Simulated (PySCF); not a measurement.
SMILES [SiH]=[SiH2], doublet, B3LYP/def2-SVP optimised geometry.

```
5

Si    -1.63    -0.14     0.00
Si     0.68    -0.14     0.00
H     -1.58     1.39     0.00
H      1.63     1.01    -0.02
H      1.49    -1.39     0.01
```

Density from unrestricted B3LYP/def2-TZVP (PySCF 2.14.0) at that geometry.

Minimum of the electron density along straight lines between bonded atoms, close to the bond critical point (lines longer than 1.1 times the sum of covalent radii, or with two minima, are not listed):

```tsv
bond	length / Å	ρ at the minimum / e bohr⁻³	∇²ρ there / e bohr⁻⁵	position (fraction from the first atom)
Si1–Si2	2.308	0.085	-0.08	0.38
Si1–H3	1.534	0.110	0.10	0.49
Si2–H4	1.499	0.119	0.12	0.49
Si2–H5	1.496	0.120	0.13	0.49
```
